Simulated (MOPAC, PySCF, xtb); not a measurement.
Noncovalent pair: H2S (SMILES S) (first 3 atoms) with CH3I (SMILES CI); geometry from B3LYP-D3(BJ)/def2-TZVP, rigid monomers moved along the line of their centres of mass till H3···I5 is 4.25 Å.
(charge 0, multiplicity 1):
```
atom    x (Å)    y (Å)    z (Å)
----  -------  -------  -------
S     -0.1442  -0.4662  -0.6813
H     -0.5490  -1.7403  -0.8064
H     -0.8993  -0.2756   0.4160
C      0.9759  -1.2989   4.1429
I     -1.0942  -0.9105   4.6135
H      1.1983  -2.3043   4.4811
H      1.0769  -1.2018   3.0673
H      1.5675  -0.5607   4.6718
```

Interaction energies are E(AB) − E(A) − E(B) at the monomers' geometry in the complex; basis-set methods are counterpoise corrected. Rows marked so take none.

Rows in STO-3G carry no dispersion term and start afresh at each structure; the Pople sets are all-electron and without relativity. The state that PM7 reach isn't checked; PM7 holds dispersion and hydrogen-bond terms.

Programs: MOPAC for PM7 (differences of heats of formation); PySCF for STO-3G rows; xtb for the GFN methods. Each number belongs to the level named beside it.

Problem. One of these levels gives -0.7 kJ/mol for the interaction energy. Name it.
A) GFN1-xTB
B) HF/STO-3G (no counterpoise)
C) PM7

Solution. B, HF/STO-3G (no counterpoise). The others give -3.6 (PM7), -2.2 (GFN1-xTB)
